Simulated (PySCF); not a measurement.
Ionisation energy along the 15-electron series

Calculated with PySCF 2.14 and a two-component X2C-1e Hamiltonian (Gaussian nucleus, no Breit or QED terms), each ion in its own even-tempered basis scaled to its charge; GMP2 freezes 1s2 and drops the highest virtual spinors. Values in eV. NIST values: (m) measured, (s) semi-empirical, (t) theoretical.

| ion | configuration | GHF (spin-free) | GMP2 (spin-free) | GHF (screened spin-orbit) | GMP2 (screened spin-orbit) | NIST |
| --- | --- | --- | --- | --- | --- | --- |
| Ag³²⁺ | [Ne] 3s2 3p3 | 1983.8 | 1984.2 | 1962.6 | 1962.7 | 1979 ± 8 (s) |
| In³⁴⁺ | [Ne] 3s2 3p3 | 2214.5 | 2214.8 | 2189.6 | 2189.9 | 2207 ± 8 (s) |

Fill in the row of Cd³³⁺.

configuration: [Ne] 3s2 3p3; GHF (spin-free): 2097.5; GMP2 (spin-free): 2097.9; GHF (screened spin-orbit): 2074.5; GMP2 (screened spin-orbit): 2074.7; NIST: 2091 ± 8 (s).
